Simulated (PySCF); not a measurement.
C₆H₁₄, SMILES CCCCCC.

Geometry: B3LYP-D3(BJ)/def2-SVP. One conformer was computed; it need not be the lowest.

Two levels are set side by side: PBE/def2-TZVP (PySCF) and M06-2X/def2-TZVP (PySCF). Same geometry, gas phase. Differences are taken from unrounded values.

| quantity | M06-2X | PBE | PBE minus M06-2X |
|---|---|---|---|
| orbital gap (eV) | 11.74 | 7.75 | -3.99 |
| highest occupied level (eV) | -9.92 | -7.33 | 2.59 |
| lowest empty level (eV) | 1.82 | 0.42 | -1.40 |
| dipole moment (D) | 0.11 | 0.11 | 0.00 |

Without exact exchange PBE keeps part of each electron's self-repulsion, which lifts occupied levels and narrows the gap. Differences between two approximate levels are no errors against the true value.

Rough cost on one machine, each run with all the roots and properties that it gave: M06-2X against PBE about 3 times.
